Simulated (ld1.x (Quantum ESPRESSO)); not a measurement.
# lithium (Li): variants of one TM potential

Base potential:

```json
{
  "Element": "Li",
  "Generator": "ld1.x (Quantum ESPRESSO) 7.5",
  "Type": "norm-conserving Troullier–Martins (Kleinman–Bylander form)",
  "Functional": "LDA (PZ)",
  "Relativity": "scalar-relativistic",
  "Frozen core": "[He]",
  "Valence charge": "1",
  "Reference configuration": "2s1 2p0",
  "Partial waves": "2s (bound): rc 3.40 bohr; 3d channel at 0.05 Ry: rc 3.35 bohr; 2p (bound, empty): rc 4.20 bohr",
  "Local potential": "the p channel",
  "Core correction": "Bessel-smoothed model core inside 2.25 bohr"
}
```

Cutoffs, loose and tight: the cutoffs (Ry, on a coarse ladder) from which the occupation-weighted sum of valence levels, in a spherical-Bessel basis at the reference potential, stays within 10 and 1 mRy of its value at 400 Ry. They do not see the model core or the augmentation charge, which bear on the density cutoff. Test errors are all-electron minus pseudo excitation energies from the reference, over the configurations 2s0.5 2p0; 2s0 2p1 (two spin-polarised tests are not counted in the largest error). A dash means not determined; rows that change the core or the reference have their own tests.

| change | outcome | cutoff, loose | cutoff, tight | bound ghosts | largest test error (meV) |
| --- | --- | --- | --- | --- | --- |
| base | generated | 6 Ry | 6 Ry | none | -7.2 |
| local potential all-electron potential smoothed inside 3.60 bohr (lloc = -1) | generated | 6 Ry | 6 Ry | none | -7.1 |
| wave 3d channel at 0.05 Ry: rc 3.35 bohr becomes 3d channel at 0.05 Ry: rc 2.32 bohr | generated | 6 Ry | 6 Ry | none | -7.2 |
| wave 3d channel at 0.05 Ry: rc 3.35 bohr becomes 3d channel at 0.11 Ry: rc 3.35 bohr | generated | 6 Ry | 6 Ry | none | -7.2 |
| wave 2p (bound): rc 4.20 bohr becomes 2p (bound): rc 4.78 bohr | generated | 6 Ry | 6 Ry | none | -11 |
| wave 2s (bound): rc 3.40 bohr becomes 2s (bound): rc 5.20 bohr | generated | 6 Ry | 6 Ry | none | -20 |
| functional BP86 | generated | 6 Ry | 6 Ry | none | -12 |
| wave 2s (bound): rc 3.40 bohr becomes 2s (bound): rc 3.56 bohr | generated | 6 Ry | 6 Ry | none | -8.2 |
| wave 2s (bound): rc 3.40 bohr becomes 2s (bound): rc 3.72 bohr | generated | 6 Ry | 6 Ry | none | -8.7 |

Problem. What comes out with this change to the base: core correction Bessel-smoothed model core inside 2.94 bohr?

Solution. outcome: generated; cutoff, loose: 6 Ry; cutoff, tight: 6 Ry; bound ghosts: none; largest test error (meV): -3.6.

Problem. What comes out with this change to the base: all radii but the core radius scaled by about 1.17 (s 3.98, p 4.92, d 3.92 bohr)?

Solution. outcome: generated; cutoff, loose: 6 Ry; cutoff, tight: 6 Ry; bound ghosts: none; largest test error (meV): -15.
